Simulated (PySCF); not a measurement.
# Dipole moment and polarisability of SnMe3(SiMe3)

Compound: SnMe3(SiMe3), C6H18SiSn.
Structure used (PBE0-D3(BJ)/def2-SVP), in Å, numbered top down from 1:
```xyz
26
C6H18SiSn angstrom
Sn     0.5679    0.9912    0.4012
C      0.6043    1.0493    2.5654
H     -0.4169    1.1233    2.9671
H      1.1800    1.9218    2.9084
H      1.0739    0.1399    2.9680
C      2.6218    1.0664   -0.2783
H      3.1320    1.9358    0.1626
H      2.6626    1.1552   -1.3738
H      3.1618    0.1559    0.0199
C     -0.4052    2.8024   -0.2777
H     -0.4438    2.8319   -1.3764
H      0.1483    3.6840    0.0781
H     -1.4333    2.8542    0.1097
Si    -0.6425   -1.1137   -0.4612
C      0.2012   -2.6627    0.2154
C     -2.4391   -1.0839    0.1229
C     -0.6025   -1.1527   -2.3494
H     -0.3127   -3.5700   -0.1435
H      0.1835   -2.6764    1.3164
H      1.2527   -2.7190   -0.1069
H     -2.4976   -1.0590    1.2224
H     -2.9688   -0.1991   -0.2635
H     -2.9788   -1.9806   -0.2244
H     -1.0976   -0.2654   -2.7743
H      0.4315   -1.1765   -2.7274
H     -1.1240   -2.0464   -2.7308
```

Level: B3LYP/def2-SVPD (PySCF), static field, nuclei fixed, core orbitals frozen in the response. The polarisability tensor in these axes (au):

```
x   146.94   6.71   2.75
y     6.71 154.77   4.75
z     2.75   4.75 145.08
```

Question: Give the principal values, the mean and the anisotropy Δα = √{½[(α1 − α2)² + (α2 − α3)² + (α1 − α3)²]}.

Answer: Principal values 143.08, 143.13 and 160.57 au; mean 148.93 au = 22.07 Å³ = 24.55 × 10⁻⁴⁰ C²·m²/J; Δα = 17.46 au (12 % of the mean).

Question: What is the dipole moment, and where does it point?

Answer: (-0.36, -0.62, -0.26) D, 0.77 D in size, pointing from the negative to the positive side. Measured along this direction, the outermost atoms are H4, H12 and H7 at the negative end and H26, H18 and H23 at the positive end.

Question: How large is μ²/3kT at 400 K beside α?

Answer: In Gaussian units μ²/3kT = 3.55 Å³ against 22.07 Å³, a ratio of 0.16; the Debye molar polarisation (4π/3)N_A(α + μ²/3kT) is 64.6 cm³/mol, leaving out the vibrational part.

Question: What would n − 1 = 2πNα be for an ideal gas of these molecules at 273.15 K and 1 atm, electronic part alone?

Answer: N = p/kT = 2.6868 × 10¹⁹ cm⁻³, so n − 1 = 2π × N × 22.07 × 10⁻²⁴ cm³ = 3726 × 10⁻⁶ at long wavelengths.

Question: Estimate the molar refractivity from the static electronic polarisability.

Answer: Lorentz–Lorenz: R = (4π/3)N_A α = 2.5225 cm³/(mol·Å³) × 22.07 Å³ = 55.7 cm³/mol, in the limit of long wavelengths.

Question: Find the Langevin capture rate constant for H3O+ (19.018 u) meeting this molecule (238.020 u), k = 2.342 × 10⁻⁹ cm³/s × √(α in Å³ / reduced mass in u).

Answer: The reduced mass is 17.61 u, so k = 2.62 × 10⁻⁹ cm³/s. The formula leaves out the permanent dipole, which adds to the capture rate.

Question: What depolarisation ratio follows for Rayleigh scattering of linearly polarised light, taking the static tensor?

Answer: ρ = 3Δα²/(45ᾱ² + 4Δα²) = 914.5/(998087 + 1219.3) = 0.000915.

Isolated species at its PBE0-D3(BJ)/def2-SVP geometry, gas phase. Atoms past krypton carry effective core potentials; spin–orbit coupling is left out.
